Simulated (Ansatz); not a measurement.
One change: `[CH3][Ge][OH]` becomes `[CH3][Ge][F]`.

Ansatz, PBE0-D4/def2-TZVP geometries, multiplicity 1. Each molecule was computed in one conformer, which needn't be the lowest.

Scalar relativity is left out up to krypton.

| property | `[CH3][Ge][OH]` |
| --- | --- |
| HOMO–LUMO gap (PBE0/def2-TZVPP) / eV | 4.74 |
| HOMO–LUMO gap (B3LYP/def2-TZVPP) / eV | 4.33 |
| HOMO energy (PBE0/def2-TZVPP) / eV | -6.61 |
| size of the dipole moment (PBE/def2-TZVPP) / D | 1.83 |
| HOMO energy (B3LYP/def2-TZVPP) / eV | -6.45 |
| zero-point energy (PBE0-D4/def2-TZVP) / kJ/mol | 128.1 |

(1) What does the change do to each property? (Best estimate.)

Results:

(1) Ansatz gave: 
```json
{"property": "HOMO–LUMO gap (PBE0/def2-TZVPP) / eV", "`[CH3][Ge][F]`": "4.50", "shift": "-0.24"}
{"property": "HOMO–LUMO gap (B3LYP/def2-TZVPP) / eV", "`[CH3][Ge][F]`": "4.06", "shift": "-0.27"}
{"property": "HOMO energy (PBE0/def2-TZVPP) / eV", "`[CH3][Ge][F]`": "-6.85", "shift": "-0.24"}
{"property": "size of the dipole moment (PBE/def2-TZVPP) / D", "`[CH3][Ge][F]`": "1.93", "shift": "0.10"}
{"property": "HOMO energy (B3LYP/def2-TZVPP) / eV", "`[CH3][Ge][F]`": "-6.68", "shift": "-0.23"}
{"property": "zero-point energy (PBE0-D4/def2-TZVP) / kJ/mol", "`[CH3][Ge][F]`": "96.6", "shift": "-31.5"}
```

With PBE0 the HOMO falls by 0.24 eV and the LUMO falls by 0.48 eV, so the gap narrows by about 0.24 eV. PBE moves the HOMO by -0.18 eV and ωB97M-V by -0.24 eV. The zero-point energy changes by -31.5 kJ/mol with -3 modes. Dipoles are sizes alone; their direction can turn.

B3LYP here is the variant with VWN-RPA as its local correlation; programs differ in this.
